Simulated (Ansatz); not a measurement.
`CO[SiH2]S` + `[CH3][Zr]([OH])([I])[I]` → `C[O][Zr]([CH3])([I])[I]` + `O[SiH2]S`  (substitution at a C–O bond)

Isolated molecules relaxed with PBE0-D4/def2-TZVP in Ansatz; ΔE leaves out vibrations. CBS: MP2 limit from def2 TZ/QZ plus the TZ coupled-cluster correction, frozen cores. This one scheme is used for every species. DFT in def2-TZVPP. HSE06 is defined as in plane-wave codes. def2 core potentials past Kr. For I, Zr outer-core shells are correlated without core-valence functions, which leaves a few kJ/mol of doubt a bond. Each species was taken in one conformer, which may not be the lowest.

```
             level  ΔE (kJ/mol)
            PBE-D4        -24.7
           ωB97X-V        -20.6
               PBE        -25.0
              PBE0        -23.3
             HSE06        -23.5
   CCSD/def2-TZVPP        -24.2
CCSD(T)/def2-TZVPP        -25.9
    CCSD/CBS(def2)        -21.8
```

(1) What does CCSD(T)/CBS give? (Estimate.)

Largest T1 diagnostic among the species: 0.014.

Results:

(1) The calculation gave: -23.5 kJ/mol. The listed levels differ from it by -1.2, 2.9, -1.5, 0.2, 0.0, -0.7, -2.4, 1.7 kJ/mol.

In def2-TZVPP, CCSD(T) changes the Hartree–Fock value by −5.7 kJ/mol (the triples alone add −1.7 kJ/mol) and MP2 by −7.8 kJ/mol. Leaving LDA and LC-ωPBE aside and taking each functional with its dispersion term where it has one, the values, not all of them listed here, spread over 5.2 kJ/mol, from B2PLYP to ωB97M-V. From BLYP to BHLYP (50 % exact exchange), in def2-TZVPP and without D4, ΔE moves by +3.6 kJ/mol.
